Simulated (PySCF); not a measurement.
**Ionisation energy of Rh³⁴⁺ by level of theory**

Rh³⁴⁺ [Ne] 3s1 [3s1/2^1, M_J = 1/2] → Rh³⁵⁺ [Ne], as a difference of total energies. Computed with PySCF 2.14 in an even-tempered Gaussian basis (18 s from 6.2 bohr⁻², ratio 2.4; 13 p from 8.1 bohr⁻², ratio 2.4; 4 d from 26 bohr⁻², ratio 2.6; 4 f from 39 bohr⁻², ratio 2.6), with the two-component X2C-1e Hamiltonian. Correlated levels: 1s2 frozen; the 50 highest virtual spinors dropped. "Screened" scales the spin-orbit matrix elements by Boettger's factors to mimic the two-electron term; Breit and QED terms are absent.

| method | ionisation energy (eV) |
| --- | --- |
| GHF (screened spin-orbit) | 2128.9 |
| GMP2 (screened spin-orbit) | 2129.6 |

Breit and QED terms and the two-electron picture change are absent.

For comparison: 2129.22 ± 0.07 eV (semi-empirical (NIST evaluation); NIST Atomic Spectra Database, ionization energies).
